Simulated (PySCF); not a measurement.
## Ionising NaSb

ROHF-CCSD(T); basis Na cc-pVDZ, Sb cc-pVDZ-PP with ECP28; scalar-relativistic core potentials; PySCF 2.14. Neutral (ROHF): triplet (π ↑↑), Re = 2.998 Å, ωe = 194 cm⁻¹, De = 0.86 eV.

NaSb⁺ (UHF): quartet (σ ↑, π ↑↑), Re = 3.402 Å, ωe = 103 cm⁻¹, De = 0.30 eV to Na⁺ + Sb. The energies at the minima are -401.23653 hartree for NaSb and -401.03371 for NaSb⁺.

**Question.** Work out the adiabatic ionisation energy, without and with harmonic zero-point energies (1 hartree = 27.2114 eV, 1 eV = 8065.5 cm⁻¹), and the change of the bond length.

**Answer.** At CCSD(T): 0.20282 hartree = 5.519 eV between the minima; the zero-point term (103.0 − 194.0)/2 cm⁻¹ = -0.006 eV makes it 5.513 eV. Re changes by +40.4 pm against the neutral. The electron leaves a σ orbital, and the ion is left as a loose complex of an ion and an atom.

Correlated steps freeze 5 core orbitals. UHF and ROHF references stand side by side, which adds small steps between rows. Weak bonds: NaSb⁺. Basis-set superposition, not corrected here, can be much of De in a small basis, most of all at correlated wavefunction levels. Spin–orbit coupling is left out, which matters for elements this heavy, above all for dissociation energies. For an ion De counts to the pair picked by the measured ionisation energies or electron affinities, which need not be the lowest pair at this level. States were picked by a PBE0 search and need not be the measured ground states.

Neutral and ion stand on different kinds of reference determinant, which adds to the error of the difference.
